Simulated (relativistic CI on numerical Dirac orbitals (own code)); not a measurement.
## Ti⁴⁺ in a cubic cluster: L2,3 absorption with charge transfer

Computed with a charge-transfer multiplet model of a cubic metal-ligand cluster with up to 2 ligand holes, Slater and spin-orbit integrals from Dirac-Coulomb-Breit ions, Slater integrals scaled by 0.7. The ground state mixes d0 with configurations of k ligand holes L, whose averages lie at kΔ + k(k − 1)U_dd/2; a core hole lowers each added d electron by U_cd. 300 K, Lorentzian 0.4 eV and Gaussian 0.3 eV FWHM.

Atomic integrals in eV (Slater integrals scaled, ζ unscaled), ground: F2dd 5.756, F4dd 3.579, zeta_d 0.013; with the core hole: F2dd 5.756, F4dd 3.579, zeta_d 0.032, zeta_core 3.741, F2cd 4.433, G1cd 3.312, G3cd 1.881. Where a configuration has fewer than two d electrons, the dd integrals are those of d2.

Cluster parameters (eV): Δ = 4.6, U_dd = 4.5, U_cd = 5.6, 10Dq(ligand) = 0.8, V(eg) = 2.35, V(t2g) = -1.07, final-state hopping factor = 1.

| Case | n_d | d0 | d1L | d2L2 | S |
| --- | --- | --- | --- | --- | --- |
| 10Dq = 2.15 eV | 0.48 | 0.57 | 0.37 | 0.05 | 0.00 |
| 10Dq = 2.45 eV | 0.48 | 0.58 | 0.37 | 0.05 | 0.00 |
| 10Dq = 3.05 eV | 0.47 | 0.58 | 0.37 | 0.05 | 0.00 |

Weights, n_d and S are thermal averages at 300 K. Photon energies count from the first peak over 30 % of the highest in each spectrum, which can be another peak from case to case. The parameters are a model scan and need not match a compound or its usual spin state. Peaks in eV (height, largest 100):
- 10Dq = 2.15 eV: 0.0 (47), 1.2 (6), 2.7 (76), 4.0 (12), 5.5 (64), 8.1 (100)
- 10Dq = 2.45 eV: 0.0 (51), 2.8 (67), 5.4 (72), 8.3 (100)
- 10Dq = 3.05 eV: 0.0 (63), 3.4 (56), 5.5 (100), 8.8 (100)

A d0 ion has no d-d gap: its lowest excitations are ligand-to-metal charge transfer. With the core hole the configuration with one ligand hole lies at Δ + U_dd − U_cd = 3.5 eV above the one without, against Δ in the ground state. The added d electron screens the hole, so the order of the configurations is kept and charge-transfer satellites are weaker than in photoemission.
